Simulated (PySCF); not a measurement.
B(Me)(OMe)(NH2) (C₂H₈BNO), SMILES COB(C)N. Coordinates come from a B3LYP-D3(BJ)/def2-SVP optimisation. This is a generated structure with no PubChem entry under its InChIKey; it may be hypothetical. Other conformers were not sampled.

Give the equilibrium geometry at B3LYP-D3(BJ)/def2-SVP (PySCF confirms it by a frequency run) as a Z-matrix, and its point group. (The exact figures need the calculation; the answer reports its results.)

This is not unique; one that fits is point group Cs.
```
B
O 1 1.3767
C 2 1.4032 1 122.27
H 3 1.1008 2 108.77 1 180.00
H 3 1.1071 4 107.90 2 -121.78
H 3 1.1071 4 107.90 5 -116.44
N 1 1.4136 2 121.33 3 0.00
H 7 1.0112 1 121.85 2 180.00
H 7 1.0119 8 113.41 1 180.00
C 1 1.5814 2 116.79 3 180.00
H 10 1.1016 1 113.91 2 180.00
H 10 1.1034 11 108.01 1 -122.74
H 10 1.1034 11 108.01 12 -114.52
```
Charge 0, spin multiplicity 1.
